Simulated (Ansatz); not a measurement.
The same molecule with X = F, Cl, Br, I. Ansatz, PBE0-D4/def2-TZVP geometries, multiplicity 1.

Elements past krypton have def2 core potentials. Scalar relativity is left out up to krypton.

```json
{"X": "Cl", "molecule": "`Cl[SiH]1CO1`", "mean X–Si bond length / Å": "2.030", "HOMO–LUMO gap (ωB97M-V/def2-TZVPP) / eV": "11.59", "ideal-gas entropy at 298 K and 1 bar (rigid rotor, harmonic PBE0-D4/def2-TZVP) / J/(mol·K)": "298", "HOMO–LUMO gap (PBE/def2-TZVPP) / eV": "5.41"}
{"X": "Br", "molecule": "`Br[SiH]1CO1`", "mean X–Si bond length / Å": "2.193", "HOMO–LUMO gap (ωB97M-V/def2-TZVPP) / eV": "11.37", "ideal-gas entropy at 298 K and 1 bar (rigid rotor, harmonic PBE0-D4/def2-TZVP) / J/(mol·K)": "310", "HOMO–LUMO gap (PBE/def2-TZVPP) / eV": "5.24"}
{"X": "I", "molecule": "`I[SiH]1CO1`", "mean X–Si bond length / Å": "2.410", "HOMO–LUMO gap (ωB97M-V/def2-TZVPP) / eV": "10.78", "ideal-gas entropy at 298 K and 1 bar (rigid rotor, harmonic PBE0-D4/def2-TZVP) / J/(mol·K)": "319", "HOMO–LUMO gap (PBE/def2-TZVPP) / eV": "4.76"}
```

(1) Give the row for X = F, `F[SiH]1CO1`. (Best estimate.)

## Answers

(1) Computed: 
```tsv
X	molecule	mean X–Si bond length / Å	HOMO–LUMO gap (ωB97M-V/def2-TZVPP) / eV	ideal-gas entropy at 298 K and 1 bar (rigid rotor, harmonic PBE0-D4/def2-TZVP) / J/(mol·K)	HOMO–LUMO gap (PBE/def2-TZVPP) / eV
F	`F[SiH]1CO1`	1.584	12.02	286	5.83
```

From F to I the mean X–Si bond length rises at each step, by 0.826 Å in all; the HOMO–LUMO gap (ωB97M-V/def2-TZVPP) falls at each step, by 1.24 eV in all; the ideal-gas entropy at 298 K and 1 bar (rigid rotor, harmonic PBE0-D4/def2-TZVP) rises at each step, by 33 J/(mol·K) in all; the HOMO–LUMO gap (PBE/def2-TZVPP) falls at each step, by 1.07 eV in all. Bonds lengthen as the atom grows down the group.

Spin–orbit coupling is left out; it splits and shifts lone-pair levels of the heavy atoms by tenths of an eV.
